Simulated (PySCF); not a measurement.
**Simulated absorption spectrum**

Species: C2H11BOSSi.
Atom-mapped SMILES: `[CH3:1][S+:2]([CH3:3])[BH2-:4][O:5][SiH3:6]` (hydrogens: H7, H8, H9 on C1; H10, H11, H12 on C3; H13, H14 on B4; H15, H16, H17 on Si6)

Structure used (PBE0-D3(BJ)/def2-SVP), in Å, numbered top down from 1:
```
atom  x, y, z in Å
C1    -1.9070    0.8813    0.5030
S2    -1.5058   -0.2225   -0.8609
C3    -1.2742   -1.7656    0.0359
B4     0.4045    0.2920   -1.2164
O5     1.0411    0.2131    0.0670
Si6    2.5961    0.5776    0.4789
H7    -1.0609    0.8917    1.2040
H8    -2.0423    1.8814    0.0708
H9    -2.8363    0.5572    0.9899
H10   -0.9949   -2.5238   -0.7073
H11   -2.2092   -2.0575    0.5322
H12   -0.4541   -1.6316    0.7549
H13    0.2579    1.4153   -1.6899
H14    0.7218   -0.5612   -2.0399
H15    2.9296    2.0064    0.1784
H16    2.7373    0.3501    1.9487
H17    3.5816   -0.2922   -0.2386
```

Method: PySCF 2.14.0, density-fitted response routines, TDDFT B3LYP/def2-SVPD, vertical, gas phase, core orbitals frozen in the response.

Each state is given a Gaussian of 0.3 eV full width at half maximum, with ε(max) = 2.175×10⁸ f / Δν̃ (Δν̃ the width in cm⁻¹). The width is an assumption, not a result. The curve ends short of the highest state used, and states not computed would add to its high-energy end.

E (eV), ε (L mol⁻¹ cm⁻¹) and a bar:
```
     5.64          0 
     5.66          1 
     5.69          2 
     5.71          3 
     5.73          4 
     5.75          7 
     5.77         12 
     5.79         19 
     5.81         29 
     5.84         55 #
     5.86         81 #
     5.88        118 #
     5.90        168 ##
     5.92        234 ###
     5.94        319 ####
     5.97        490 #####
     5.99        634 #######
     6.01        803 #########
     6.03        996 ###########
     6.05       1207 #############
     6.07       1430 ################
     6.10       1767 ###################
     6.12       1977 ######################
     6.14       2161 ########################
     6.16       2308 #########################
     6.18       2408 ###########################
     6.20       2455 ###########################
     6.23       2418 ###########################
     6.25       2327 ##########################
     6.27       2190 ########################
     6.29       2018 ######################
     6.31       1823 ####################
     6.33       1621 ##################
     6.36       1330 ###############
     6.38       1161 #############
     6.40       1022 ###########
     6.42        919 ##########
     6.44        855 #########
     6.46        830 #########
     6.48        843 #########
     6.51        926 ##########
     6.53       1018 ###########
     6.55       1133 ############
     6.57       1268 ##############
     6.59       1417 ################
     6.61       1574 #################
     6.64       1816 ####################
     6.66       1973 ######################
     6.68       2120 #######################
     6.70       2255 #########################
     6.72       2373 ##########################
     6.74       2473 ###########################
     6.77       2588 #############################
     6.79       2644 #############################
     6.81       2688 ##############################
     6.83       2724 ##############################
```

(1) Where are the band maxima, and which computed states make them?

(2) On this curve, what absorbance would a 10⁻⁴ mol/L sample give at 193 nm over a 1 cm path?

(3) Coming from long wavelengths, where does ε first pass 100 L mol⁻¹ cm⁻¹?

## Answers

(1) 200 nm (6.21 eV), ε about 2500, made up of S2 (96%) (ε in L mol⁻¹ cm⁻¹; maxima over ε = 5, shares over 10%). At its high-energy end, 6.83 eV, the curve is still rising (ε about 2700, from S5, S6 and S7). The states used: S1 6.09 eV (f 0.0015); S2 6.21 eV (f 0.026); S3 6.57 eV (f 0.0019); S4 6.60 eV (f 0.0047); S5 6.75 eV (f 0.012); S6 6.76 eV (f 0.0077); S7 6.96 eV (f 0.018); S8 7.17 eV (f 0.044); S9 7.29 eV (f 0.0048); S10 7.43 eV (f 0.020).

(2) 193 nm is 6.424 eV, where ε is about 900 L mol⁻¹ cm⁻¹, so A = ε c l ≈ 0.09 (Beer–Lambert, with the gas-phase spectrum and the assumed width).

(3) At about 211 nm (5.87 eV), 0.22 eV below S1.

The vertical ionisation energy (ΔSCF) is 9.10 eV, 1.67 eV above S10.

One conformer stands for the species.
